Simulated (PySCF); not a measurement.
Ionisation energy of O²⁺ by level of theory

O²⁺ [He] 2s2 2p2 [2p1/2^2, M_J = 0] → O³⁺ [He] 2s2 2p1 [2p1/2^1, M_J = 1/2], as a difference of total energies. All numbers are calculated (PySCF 2.14, the two-component X2C-1e Hamiltonian, in an even-tempered Gaussian basis (19 s from 0.12 bohr⁻², ratio 2.4; 11 p from 0.16 bohr⁻², ratio 2.4; 6 d from 1.2 bohr⁻², ratio 2.6; 5 f from 1.9 bohr⁻², ratio 2.6)). Correlated levels: nothing frozen; the 30 highest virtual spinors dropped. "Screened" scales the spin-orbit matrix elements by Boettger's factors to mimic the two-electron term; Breit and QED terms are absent.

| method | ionisation energy (eV) | difference from reference (eV) |
| --- | --- | --- |
| GHF (spin-free) | 54.495 | -0.441 |
| GMP2 (spin-free) | 55.068 | +0.132 |
| GHF (screened spin-orbit) | 54.479 | -0.457 |
| GMP2 (screened spin-orbit) | 55.053 | +0.117 |

Reference: 54.936 eV (semi-empirical (NIST evaluation); NIST Atomic Spectra Database, ionization energies).

The labels give the starting determinants; with spin-orbit coupling the two ends relaxed to ⟨J²⟩ = 1.99, ⟨L²⟩ = 2.00, ⟨S²⟩ = 2.00 and ⟨J²⟩ = 0.99, ⟨L²⟩ = 2.01, ⟨S²⟩ = 0.75.

The determinant of O²⁺ mixes levels of different J (the jj label is only the starting occupation), so the difference between spin-free and spin-orbit rows is not the physical spin-orbit shift.
